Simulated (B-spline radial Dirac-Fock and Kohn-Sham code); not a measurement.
Kohn-Sham estimates against Dirac-Fock for the levels of Tb⁵⁴⁺

System: the Tb⁵⁴⁺ ion in the configuration [Ne] 3s1.

The density-functional columns are spherical, spin-unpolarised Dirac-Kohn-Sham results without Breit or QED terms: −ε is minus the orbital energy of the initial state and ΔSCF the difference of two total energies. The reference in the last column comes from ΔSCF Dirac-Fock with Breit, self-energy and vacuum polarisation, finite nucleus, configuration average. All numbers are from a radial finite-basis atomic code, in eV; a selection of levels is shown. The Kohn-Sham columns are given as differences from the reference. For the 1s level of heavy atoms much of the gap between ΔSCF and the reference is the Breit and QED part, -224.2 eV here; for other levels the error of the functional can be larger.

| level | LDA −ε − DF | LDA ΔSCF − DF | Dirac-Fock |
| --- | --- | --- | --- |
| L2 (2p1/2) | -118.8 | +37.2 | 12294.3 |
| L3 (2p3/2) | -126.2 | +17.1 | 11527.6 |
| M1 (3s) | -43.6 | +5.2 | 5216.3 |

For the outermost level NIST gives 5217 ± 5 eV (theoretical); the differences from it are LDA −ε -44.28, LDA ΔSCF +4.49, Dirac-Fock -0.68 eV.

Values without a named source are computed, but for edge energies of neutral atoms, which are taken from tables.
